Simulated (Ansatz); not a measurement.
Calculated with Ansatz (gas phase, PBE0-D4/def2-TZVP geometries, no zero-point term in ΔE). CCSD(T)/CBS adds triple-zeta CCSD(T) − MP2 to the extrapolated MP2 energy (def2 sets, frozen cores). This one scheme is used for every species. DFT in def2-TZVPP. One conformer a species, not always the lowest.

`CCB(N)Cl` + H₂S → `CCB(N)S` + HCl  (ligand exchange at a B–Cl bond)

Is it downhill or uphill in electronic energy at CCSD(T)/CBS, and by how much? (An estimate is asked.)

Ansatz gave: Uphill: ΔE = +6.2 kcal/mol.

What do these levels give: B97M-V, BHLYP-D4, PBE-QIDH, CAM-B3LYP, CCSD(T)/def2-SVP, HF/def2-QZVPP? (An estimate is asked.)

The calculation gave: B97M-V 6.7, BHLYP-D4 7.1, PBE-QIDH 6.2, CAM-B3LYP 7.3, CCSD(T)/def2-SVP 7.8, HF/def2-QZVPP 8.8 kcal/mol.

Largest T1 diagnostic among the species: 0.011.

At CCSD(T), def2-SVP lies +1.6 kcal/mol from the extrapolated value and def2-TZVPP +0.0 kcal/mol. In def2-TZVPP, CCSD(T) changes the Hartree–Fock value by −2.6 kcal/mol (the triples alone add −0.4 kcal/mol) and MP2 by −2.6 kcal/mol. Leaving LDA and LC-ωPBE aside and taking each functional with its dispersion term where it has one, the values, not all of them listed here, spread over 1.9 kcal/mol, from revPBE-D4 to BHLYP-D4. LDA lies −0.9 kcal/mol from PBE without D4.
